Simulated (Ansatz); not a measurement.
Cost and result for the atomization energy of C$_{3}$H$_{5}$GaO (`OC#C[CH2][GaH2]`) (10 atoms, 9 bonds).

```xyz
10

O    -0.830    3.053   -0.152
C    -0.569    1.780   -0.308
C    -0.367    0.619   -0.544
C    -0.097   -0.782   -0.759
Ga    0.736   -1.669    0.812
H    -0.562    3.337    0.729
H     0.578   -0.941   -1.609
H    -1.010   -1.342   -0.994
H     1.050   -0.850    2.113
H     1.070   -3.204    0.712
```

Charge 0, multiplicity 1. Correlated methods include outer-core shells of Ga, which these sets cover unevenly. Scalar relativity is left out up to krypton. Geometry: relaxed with PBE0-D4/def2-TZVP. It is one conformer, not always the lowest. Program: Ansatz. All runs use 4 threads of an AMD EPYC 9R45 on a shared host. Times are those of one run each, without the atoms' runs, and a repeat can differ threefold. Electronic energies, without spin–orbit coupling; frozen cores. CCSD(T)/CBS adds CCSD(T) − MP2 in def2-TZVPP to the MP2 limit, and its time is that of the two runs behind it. T1 = 0.013. With those shells the extrapolation isn't a true limit. HSE06 is the plane-wave form, built on full-range PBE exchange.

CCSD(T)/CBS is a level of theory with its own doubt, some kJ/mol a heavy atom from the limit and from the frozen cores, so smaller differences don't rank the functionals.

```json
{"level": "BLYP-D4/def2-TZVPP", "functions": "242", "wall time": "0.85 s"}
{"level": "PBE-D4/def2-TZVPP (with forces)", "functions": "242", "wall time": "1 s"}
{"level": "BHLYP-D4/def2-TZVPP", "functions": "242", "wall time": "1.3 s"}
{"level": "HSE06-D4/def2-TZVPP", "functions": "242", "wall time": "1.4 s"}
{"level": "r2SCAN-D4/def2-TZVPP (with forces)", "functions": "242", "wall time": "1.6 s"}
{"level": "r2SCANh-D4/def2-TZVPP", "functions": "242", "wall time": "1.9 s"}
{"level": "B2PLYP/def2-TZVPP", "functions": "242", "wall time": "2.2 s"}
{"level": "CCSD(T)/def2-SVP", "functions": "113", "wall time": "2.8 s"}
{"level": "ωB97X-V/def2-TZVPP", "functions": "242", "wall time": "2.8 s"}
{"level": "ωB97M-V/def2-TZVPP (with forces)", "functions": "242", "wall time": "4 s"}
{"level": "MP2/def2-QZVPP", "functions": "467", "wall time": "8.5 s"}
{"level": "CCSD(T)/def2-TZVPP", "functions": "242", "wall time": "56 s"}
{"level": "CCSD(T)/CBS(def2)", "functions": "–", "wall time": "64 s"}
```

What atomization energy does each give, and how far from CCSD(T)/CBS? (Estimate.)

The calculation gave: 
```tsv
level	atomization (kJ/mol)	difference from CCSD(T)/CBS	per bond
BLYP-D4/def2-TZVPP	3676.7	-5.6	-0.6
PBE-D4/def2-TZVPP (with forces)	3794.6	112.3	12.5
BHLYP-D4/def2-TZVPP	3536.1	-146.2	-16.2
HSE06-D4/def2-TZVPP	3709.5	27.2	3.0
r2SCAN-D4/def2-TZVPP (with forces)	3700.7	18.4	2.0
r2SCANh-D4/def2-TZVPP	3670.7	-11.6	-1.3
B2PLYP/def2-TZVPP	3645.6	-36.7	-4.1
CCSD(T)/def2-SVP	3503.2	-179.1	-19.9
ωB97X-V/def2-TZVPP	3685.9	3.6	0.4
ωB97M-V/def2-TZVPP (with forces)	3686.3	4.0	0.4
MP2/def2-QZVPP	3740.9	58.6	6.5
CCSD(T)/def2-TZVPP	3592.5	-89.8	-10.0
CCSD(T)/CBS(def2)	3682.3	0.0	0.0
```

From PBE to PBE0 (25 % exact exchange), in def2-TZVPP and without D4, the atomization energy moves by −85.5 kJ/mol: exact exchange takes away binding that semilocal exchange gives to molecules. The D4 term adds +30.1 kJ/mol with B3LYP and +15.8 kJ/mol with PBE0; it sums over pairs of atoms, weighted by their polarisabilities, and B3LYP, whose exchange is more repulsive, gets the larger term. Leaving LDA and LC-ωPBE aside and taking each functional with its dispersion term where it has one, the values spread over 258.6 kJ/mol, from BHLYP-D4 to PBE-D4. LDA lies +527.3 kJ/mol from PBE without D4, its usual overbinding.

B3LYP here is the variant with VWN-RPA as its local correlation; programs differ in this.
